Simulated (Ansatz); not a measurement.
Consider the redistribution: `N[SiH](N)N` + `CB[SiH3]` → `N[SiH](N)[SiH3]` + `CBN`.

Program: Ansatz. Geometries: PBE0-D4/def2-TZVP. ΔE: electronic, gas phase. CBS: MP2 limit from def2 TZ/QZ plus the TZ coupled-cluster correction, frozen cores. Functionals use def2-TZVPP. B3LYP here is the variant with VWN-RPA as its local correlation; programs differ in this. HSE06 is defined as in plane-wave codes. One conformer a species, not always the lowest.

Task: Is it downhill or uphill in electronic energy at CCSD(T)/CBS, and by how much? (Best estimate.)

Result: Ansatz gave: Downhill: ΔE = -19.6 kcal/mol.

Task: What do these levels give: PBE-D4, BLYP-D4, B97M-V, PBE, revPBE, r2SCAN, B3LYP, r2SCANh, HSE06, MP2/def2-SVP, HF/def2-TZVPP, MP2/def2-TZVPP? (Best estimate.)

Result: The calculation gave: PBE-D4 -23.3, BLYP-D4 -22.0, B97M-V -20.0, PBE -23.2, revPBE -22.9, r2SCAN -20.9, B3LYP -21.1, r2SCANh -20.7, HSE06 -22.0, MP2/def2-SVP -24.8, HF/def2-TZVPP -17.3, MP2/def2-TZVPP -19.7 kcal/mol.

Largest T1 diagnostic among the species: 0.012.

From BLYP to BHLYP (50 % exact exchange), in def2-TZVPP and without D4, ΔE moves by +2.4 kcal/mol. Leaving LDA and LC-ωPBE aside and taking each functional with its dispersion term where it has one, the values, not all of them listed here, spread over 3.5 kcal/mol, from PBE-D4 to ωB97M-V. LDA lies −0.7 kcal/mol from PBE without D4.
